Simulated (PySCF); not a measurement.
PySCF job for H4N2Si, SMILES N[Si]N (connectivity only; charge and spin as stated), neutral, multiplicity 1, B3LYP/pcSseg-2. The structure is a stationary point at B3LYP-D3(BJ)/def2-TZVP. Other conformers were not sampled.

```python
import numpy as np
from pyscf import gto, scf, dft
from pyscf.prop.nmr import rks as nmr

mol = gto.M(
    atom='''
    Si    0.00000000    0.00000000   -0.66378316
    N    -0.00000000    1.32133449    0.44159506
    H     0.00000001    1.28217395    1.45139299
    H    -0.00000000    2.27046114    0.10392369
    N    -0.00000000   -1.32133450    0.44159506
    H     0.00000000   -2.27046114    0.10392369
    H    -0.00000000   -1.28217395    1.45139299
    ''',
    basis='pcSseg-2',
    charge=0,
    spin=0,
    max_memory=1600,
    verbose=3,
)
mf = dft.RKS(mol, xc='b3lyp').density_fit(auxbasis='def2-universal-jkfit')
mf.grids.level = 3
mf.conv_tol = 1e-10
mf.max_cycle = 100
mf.kernel()
n = nmr.NMR(mf)
n.verbose = 2
n.max_cycle_cphf = 60
sigma = n.kernel()
print('atom   isotropic/ppm   span/ppm')
for i, s in enumerate(sigma):
    w = np.linalg.eigvalsh((s + s.T) / 2)
    print(f'{mol.atom_symbol(i):2s}{i + 1:3d} {w.mean():14.3f} {w[2] - w[0]:11.3f}')
```

Output:

```
converged SCF energy = -401.534622796927
atom   isotropic/ppm   span/ppm
Si  1        206.398     369.961
N   2        159.964     198.284
H   3         28.531      12.701
H   4         28.782      10.684
N   5        159.964     198.284
H   6         28.782      10.684
H   7         28.531      12.701
```

Self-consistency was reached.

Cost: about 60 core-seconds (a rough figure).
